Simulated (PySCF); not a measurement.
Molecule: 4-methyl-1-fluorobenzene, C7H7F.

Geometry:
```csv
atom,x (Å),y (Å),z (Å)
C1,2.375,-0.145,-0.038
C2,0.884,0.014,0.033
C3,0.046,-1.094,0.211
C4,-1.340,-0.961,0.251
C5,-1.896,0.304,0.112
F6,-3.222,0.443,0.156
C7,-1.099,1.427,-0.065
C8,0.284,1.272,-0.102
H9,2.718,-1.003,0.560
H10,2.709,-0.316,-1.075
H11,2.894,0.753,0.328
H12,0.488,-2.088,0.324
H13,-1.995,-1.822,0.392
H14,-1.569,2.407,-0.167
H15,0.914,2.155,-0.237
```

Geometry PBE0-D3(BJ)/def2-SVP throughout; GIAO in PySCF 2.14.0 with density-fitted response routines, gas phase, one conformer, non-relativistic; equivalent atoms averaged; basis pcSseg-1.

(1) How do the absolute shieldings σ depend on the functional? (ppm; last column core-seconds on shared hosts with different chips, so compare them loosely)

(2) Which nucleus moves most, in ppm?

## Answers

(1) 
```
functional                    kind    C5    C2  C3/C8  C4/C7     C1     F6  H12/H15  H13/H14  H9/H10/H11  core-s
        HF            Hartree–Fock  23.9  51.4   52.3   68.5  170.6  346.8    24.25    24.40       29.25      15
       LDA                     LDA   6.8  39.9   42.0   57.9  158.0  269.7    23.63    23.85       28.49      19
      BP86                     GGA  11.6  44.4   46.5   61.9  156.4  272.2    24.17    24.40       28.94      29
      OPBE                     GGA  25.3  56.8   57.2   72.2  162.2  272.5    24.03    24.28       28.90      31
       KT2                     GGA  23.4  56.0   58.2   72.9  160.7  277.3    24.23    24.44       28.89      24
      PBE0           global hybrid  15.8  46.9   48.5   64.0  162.0  293.6    24.01    24.21       28.91      32
  mPW1PW91           global hybrid  14.9  46.0   47.6   63.0  161.0  294.4    24.08    24.27       28.97      21
     B97-2           global hybrid  18.2  49.2   50.9   66.1  161.1  294.6    24.19    24.39       29.03      20
 BHandHLYP           global hybrid  13.6  43.3   45.6   61.2  162.3  315.6    24.18    24.34       29.07      20
 CAM-B3LYP  range-separated hybrid   9.2  40.6   42.9   58.6  160.6  301.9    24.10    24.27       29.00      26
```

(2) F6 (aryl fluorine): from 269.7 ppm with LDA to 346.8 ppm with HF. The smallest spread is 0.59 ppm, at H13/H14. Proton shifts span only some 12 ppm, so a few tenths of a ppm matter as much there as several ppm in carbon.
